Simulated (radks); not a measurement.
The holmium ion Ho4+, configuration [Xe] 4f9.

Calculated with a radial shooting solver on a logarithmic mesh with Libxc functionals: scalar-relativistic Kohn-Sham, LDA (Slater exchange, Perdew-Zunger correlation), spin-polarised, spherical densities, point nucleus; open shells are filled with parallel spins first (spin-orbit coupling, left out, can overturn this in heavy ions).

Energy parts (hartree):
total: -12605.1352
kinetic: 13631.1760
electron-nucleus: -30776.4881
Hartree: 4800.6005
exchange-correlation: -260.4235

Orbitals (lengths in bohr, moments of r in powers of bohr; r(90%) holds 90 % of the orbital's charge):
orbital  occ.  eigenvalue (hartree)  r(90%)      <r>      <r^2>
1s down     1             -2039.735  0.0376  0.02075  0.0005888
1s up       1             -2039.735  0.0376  0.02075  0.0005888
2s up       1             -342.9008   0.136  0.08815   0.009180
2s down     1             -342.8970   0.136  0.08815   0.009180
2p up       3             -304.1208   0.127  0.07809   0.007446
2p down     3             -304.1180   0.127  0.07809   0.007446
3s up       1             -78.22015   0.337   0.2302    0.06054
3s down     1             -78.13533   0.337   0.2300    0.06047
3p up       3             -66.37139   0.343   0.2291    0.06086
3p down     3             -66.28711   0.343   0.2290    0.06077
3d up       5             -51.29797   0.324   0.2081    0.05083
3d down     5             -51.23220   0.323   0.2079    0.05073
4s up       1             -17.12626   0.744   0.5179     0.3028
4s down     1             -16.95539   0.744   0.5181     0.3030
4p up       3             -13.21244   0.797   0.5484     0.3421
4p down     3             -13.04488   0.798   0.5488     0.3426
4d up       5              -7.92312   0.888   0.5917     0.4059
4d down     5              -7.76041   0.890   0.5928     0.4077
5s up       1              -3.61696    1.75    1.219      1.665
5s down     1              -3.54281    1.76    1.230      1.695
5p up       3              -2.62224    2.02    1.396      2.194
5p down     3              -2.56675    2.05    1.412      2.245
4f up       7              -2.11970    1.23   0.7375     0.6855
4f down     2              -1.97239    1.27   0.7538     0.7228
5d up       0              -1.41697    2.77    1.868      3.970
5d down     0              -1.38979    2.81    1.898      4.098
6s up       0              -1.22368    3.81    2.708      8.156
6s down     0              -1.21166    3.84    2.729      8.285
6p up       0              -0.95877    4.45    3.149      11.06
6p down     0              -0.94943    4.49    3.175      11.25
5f up       0              -0.59701    5.23    3.515      14.06
5f down     0              -0.59181    5.29    3.562      14.43

The highest occupied level is 4f down at -53.671 eV. Spin moment in Bohr magnetons: 5.
